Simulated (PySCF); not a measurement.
PySCF job for C₄H₁₀S, SMILES CC(C)(C)S, TDA-CAM-B3LYP/def2-SVPD. Geometry: PBE0-D3(BJ)/def2-SVP. The values are those of a single conformer.

```python
import numpy as np
from pyscf import gto, scf, dft, tdscf

mol = gto.M(
    atom='''
    C     0.72047371   -0.83725077   -1.25614420
    C     0.00597014   -0.35083782   -0.00000001
    C     0.72047370   -0.83725077    1.25614421
    C    -1.44975147   -0.81210364   -0.00000000
    S    -0.07605611    1.49578013   -0.00000000
    H     0.73289443   -1.94005917   -1.28489314
    H     0.21815101   -0.47077894   -2.16295545
    H     1.76482848   -0.48948937   -1.28087714
    H     0.21815099   -0.47077894    2.16295545
    H     0.73289441   -1.94005916    1.28489315
    H     1.76482847   -0.48948937    1.28087715
    H    -1.98276249   -0.45007484    0.89224461
    H    -1.98276249   -0.45007483   -0.89224464
    H    -1.49098943   -1.91293956   -0.00000000
    H     1.25866791    1.70592007    0.00000000
    ''',
    basis='def2-SVPD',
    charge=0,
    spin=0,
    symmetry=True,
    max_memory=1600,
    verbose=4,
)
mf = dft.RKS(mol, xc='cam-b3lyp').density_fit(auxbasis='def2-universal-jkfit')
mf.grids.level = 3
mf.conv_tol = 1e-9
mf.max_cycle = 100
mf.kernel()
mf.grids = dft.Grids(mol).set(level=1).build(with_non0tab=True)  # coarser grid for the response kernel
td = tdscf.TDA(mf)
td.singlet = True
td.nstates = 10
td.conv_tol = 1e-4
td.kernel(x0=td.get_init_guess(mf, 15))
td.analyze()
tt = tdscf.TDA(mf)
tt.singlet = False
tt.nstates = 4
tt.conv_tol = 1e-4
tt.kernel(x0=tt.get_init_guess(mf, 9))
tt.analyze(verbose=3)
```

Program output:

```
PySCF version 2.14.0

[INPUT] verbose = 4
[INPUT] num. atoms = 15
[INPUT] num. electrons = 50
[INPUT] charge = 0
[INPUT] spin (= nelec alpha-beta = 2S) = 0
[INPUT] symmetry True subgroup None
[INPUT] Mole.unit = angstrom
[INPUT] Symbol           X                Y                Z      unit          X                Y                Z       unit  Magmom
[INPUT]  1 C      0.720473710000  -0.837250770000  -1.256144200000 AA    1.361497991849  -1.582174652881  -2.373768510961 Bohr   0.0
[INPUT]  2 C      0.005970140000  -0.350837820000  -0.000000010000 AA    0.011281929525  -0.662987393939  -0.000000018897 Bohr   0.0
[INPUT]  3 C      0.720473700000  -0.837250770000   1.256144210000 AA    1.361497972952  -1.582174652881   2.373768529858 Bohr   0.0
[INPUT]  4 C     -1.449751470000  -0.812103640000   0.000000000000 AA   -2.739633226986  -1.534653464362   0.000000000000 Bohr   0.0
[INPUT]  5 S     -0.076056110000   1.495780130000   0.000000000000 AA   -0.143725218000   2.826614788266   0.000000000000 Bohr   0.0
[INPUT]  6 H      0.732894430000  -1.940059170000  -1.284893140000 AA    1.384969750919  -3.666180496751  -2.428096133932 Bohr   0.0
[INPUT]  7 H      0.218151010000  -0.470778940000  -2.162955450000 AA    0.412245662697  -0.889643261813  -4.087393420135 Bohr   0.0
[INPUT]  8 H      1.764828480000  -0.489489370000  -1.280877140000 AA    3.335042484032  -0.925000850186  -2.420506993816 Bohr   0.0
[INPUT]  9 H      0.218150990000  -0.470778940000   2.162955450000 AA    0.412245624903  -0.889643261813   4.087393420135 Bohr   0.0
[INPUT] 10 H      0.732894410000  -1.940059160000   1.284893150000 AA    1.384969713125  -3.666180477854   2.428096152830 Bohr   0.0
[INPUT] 11 H      1.764828470000  -0.489489370000   1.280877150000 AA    3.335042465135  -0.925000850186   2.420507012713 Bohr   0.0
[INPUT] 12 H     -1.982762490000  -0.450074840000   0.892244610000 AA   -3.746878076161  -0.850518183157   1.686097949019 Bohr   0.0
[INPUT] 13 H     -1.982762490000  -0.450074830000  -0.892244640000 AA   -3.746878076161  -0.850518164260  -1.686098005711 Bohr   0.0
[INPUT] 14 H     -1.490989430000  -1.912939560000   0.000000000000 AA   -2.817561677321  -3.614931861246   0.000000000000 Bohr   0.0
[INPUT] 15 H      1.258667910000   1.705920070000   0.000000000000 AA    2.378537631679   3.223721722699   0.000000000000 Bohr   0.0

nuclear repulsion = 244.852726408342
point group symmetry = Cs
symmetry origin: [ 3.77945266e-10 -1.13383559e-09 -3.77945266e-10]
symmetry axis x: [ 1.00000000e+00 -1.72000014e-11 -1.94267107e-08]
symmetry axis y: [ 1.71999763e-11  1.00000000e+00 -1.29388357e-09]
symmetry axis z: [1.94267107e-08 1.29388366e-09 1.00000000e+00]
num. orbitals of irrep A' = 111
num. orbitals of irrep A" = 76
number of shells = 83
number of NR pGTOs = 265
number of NR cGTOs = 187
basis = def2-SVPD
ecp = {}


[settings echo left out]
init E= -556.60866356158
HOMO (A") = -0.294232857522908  LUMO (A') = -0.0149461215345412  gap/eV = 7.59978
cycle= 1 E= -556.297156987007  delta_E= 0.312  |g|= 0.308  |ddm|= 6.37
HOMO (A") = -0.264901483717763  LUMO (A') = 0.038616626488952  gap/eV = 8.25915
cycle= 2 E= -556.312980249401  delta_E= -0.0158  |g|= 0.243  |ddm|= 1.08
HOMO (A") = -0.295616437510619  LUMO (A') = 0.0353104913091102  gap/eV = 9.00498
cycle= 3 E= -556.327524297657  delta_E= -0.0145  |g|= 0.0228  |ddm|= 0.566
HOMO (A") = -0.299576720774057  LUMO (A') = 0.0353048711346124  gap/eV = 9.11259
cycle= 4 E= -556.327642116753  delta_E= -0.000118  |g|= 0.0156  |ddm|= 0.0813
HOMO (A") = -0.297935171931969  LUMO (A') = 0.0356877254773051  gap/eV = 9.07834
cycle= 5 E= -556.327702571223  delta_E= -6.05e-05  |g|= 0.00272  |ddm|= 0.0356
HOMO (A") = -0.297838275560856  LUMO (A') = 0.0356335213658352  gap/eV = 9.07423
cycle= 6 E= -556.327704989568  delta_E= -2.42e-06  |g|= 0.000982  |ddm|= 0.0111
HOMO (A") = -0.297969496115052  LUMO (A') = 0.035630958049647  gap/eV = 9.07773
cycle= 7 E= -556.327705280638  delta_E= -2.91e-07  |g|= 0.000234  |ddm|= 0.00273
HOMO (A") = -0.297947159380276  LUMO (A') = 0.0356340800879331  gap/eV = 9.07721
cycle= 8 E= -556.327705302439  delta_E= -2.18e-08  |g|= 6.08e-05  |ddm|= 0.000835
HOMO (A") = -0.297952494970078  LUMO (A') = 0.0356333938527302  gap/eV = 9.07733
cycle= 9 E= -556.327705303925  delta_E= -1.49e-09  |g|= 1.72e-05  |ddm|= 0.000299
HOMO (A") = -0.297955535894687  LUMO (A') = 0.0356334288809568  gap/eV = 9.07742
cycle= 10 E= -556.327705304022  delta_E= -9.73e-11  |g|= 5.32e-06  |ddm|= 6.05e-05
HOMO (A") = -0.29795436639766  LUMO (A') = 0.0356333801184183  gap/eV = 9.07738
Extra cycle  E= -556.327705304027  delta_E= -5.23e-12  |g|= 4.58e-06  |ddm|= 2.71e-05
converged SCF energy = -556.327705304027
tot grids = 51760


******** <class 'pyscf.tdscf.rks.TDA'> for <class 'pyscf.df.df_jk.DFSymAdaptedRKS'> ********
nstates = 10 singlet
deg_eia_thresh = 1.000e-03
wfnsym = None
conv_tol = 0.0001
eigh lindep = 1e-12
eigh level_shift = 0
eigh max_cycle = 100


Excitation energies (eV)
[5.46410579 6.1763139  7.20337142 7.54792221 7.72637826 8.03346321
 8.12442246 8.39955965 8.49923266 8.58476413]

** Singlet excitation energies and oscillator strengths **
Excited State   1:   A"      5.46411 eV    226.91 nm  f=0.0048
      25 -> 26       -0.44680
      25 -> 27       -0.43365
      25 -> 28        0.23706
      25 -> 29        0.15388
      25 -> 33        0.11647
Excited State   2:   A"      6.17631 eV    200.74 nm  f=0.0368
      25 -> 26       -0.45098
      25 -> 27        0.51122
      25 -> 28        0.11082
Excited State   3:   A"      7.20337 eV    172.12 nm  f=0.0297
      25 -> 26        0.22655
      25 -> 28        0.59799
      25 -> 29       -0.12379
      25 -> 31        0.22818
Excited State   4:   A"      7.54792 eV    164.26 nm  f=0.0017
      25 -> 26        0.19411
      25 -> 27        0.11875
      25 -> 29        0.63141
      25 -> 31       -0.10653
      25 -> 33        0.14686
Excited State   5:   A'      7.72638 eV    160.47 nm  f=0.0362
      25 -> 30       -0.64840
      25 -> 32        0.24684
Excited State   6:   A'      8.03346 eV    154.33 nm  f=0.0132
      24 -> 26       -0.61725
      24 -> 27       -0.17554
      24 -> 28        0.19080
      25 -> 35        0.11753
Excited State   7:   A"      8.12442 eV    152.61 nm  f=0.0721
      25 -> 28        0.22493
      25 -> 31       -0.55524
      25 -> 33       -0.23710
      25 -> 34        0.18419
      25 -> 36        0.13444
Excited State   8:   A'      8.39956 eV    147.61 nm  f=0.1056
      25 -> 30        0.22960
      25 -> 32        0.63037
      25 -> 35       -0.17160
Excited State   9:   A"      8.49923 eV    145.88 nm  f=0.0059
      25 -> 29       -0.19079
      25 -> 31       -0.28546
      25 -> 33        0.52988
      25 -> 34       -0.25313
      25 -> 40       -0.10645
Excited State  10:   A'      8.58476 eV    144.42 nm  f=0.1598
      21 -> 27        0.11101
      23 -> 27       -0.10485
      24 -> 26        0.24848
      24 -> 27       -0.53898
      25 -> 32        0.12498
      25 -> 35        0.24235
      25 -> 39        0.12698

** Transition electric dipole moments (AU) **
state          X           Y           Z        Dip. S.      Osc.
  1         0.0000      0.0000      0.1884      0.0355      0.0048
  2        -0.0000      0.0000      0.4934      0.2434      0.0368
  3        -0.0000     -0.0000     -0.4105      0.1685      0.0297
  4        -0.0000     -0.0000     -0.0972      0.0095      0.0017
  5        -0.0689      0.4318     -0.0000      0.1912      0.0362
  6        -0.2273      0.1247     -0.0000      0.0672      0.0132
  7         0.0000      0.0000      0.6017      0.3621      0.0721
  8        -0.3440      0.6283     -0.0000      0.5131      0.1056
  9        -0.0000     -0.0000     -0.1683      0.0283      0.0059
 10         0.2275     -0.8416      0.0000      0.7600      0.1598

** Transition velocity dipole moments (imaginary part, AU) **
state          X           Y           Z        Dip. S.      Osc.
  1         0.0000     -0.0000      0.0124      0.0002      0.0005
  2        -0.0000     -0.0000      0.1428      0.0204      0.0599
  3        -0.0000      0.0000     -0.0607      0.0037      0.0093
  4        -0.0000      0.0000      0.0057      0.0000      0.0001
  5        -0.0190      0.1241     -0.0000      0.0158      0.0370
  6        -0.0313      0.0860     -0.0000      0.0084      0.0189
  7         0.0000     -0.0000      0.0666      0.0044      0.0099
  8        -0.0727      0.1695      0.0000      0.0340      0.0734
  9        -0.0000      0.0000      0.0074      0.0001      0.0001
 10         0.0740     -0.1859      0.0000      0.0400      0.0846

** Transition magnetic dipole moments (imaginary part, AU) **
state          X           Y           Z
  1        -0.8142      0.3243      0.0000
  2        -0.2872      0.0514     -0.0000
  3         0.5893      0.1150      0.0000
  4         0.1920      0.1556     -0.0000
  5        -0.0000     -0.0000     -0.0173
  6        -0.0000     -0.0000     -0.8684
  7        -0.7702     -0.2963      0.0000
  8        -0.0000     -0.0000     -0.4355
  9         0.2617      0.2539      0.0000
 10         0.0000     -0.0000      0.1560


******** <class 'pyscf.tdscf.rks.TDA'> for <class 'pyscf.df.df_jk.DFSymAdaptedRKS'> ********
nstates = 4 triplet
deg_eia_thresh = 1.000e-03
wfnsym = None
conv_tol = 0.0001
eigh lindep = 1e-12
eigh level_shift = 0
eigh max_cycle = 100


Excitation energies (eV)
[4.99270193 5.73420473 6.93313826 6.96396888]

** Triplet excitation energies and oscillator strengths **
Excited State   1:   A"      4.99270 eV    248.33 nm  f=0.0000
Excited State   2:   A"      5.73420 eV    216.22 nm  f=0.0000
Excited State   3:   A'      6.93314 eV    178.83 nm  f=0.0000
Excited State   4:   A"      6.96397 eV    178.04 nm  f=0.0000
```

The calculation finished and met its thresholds.
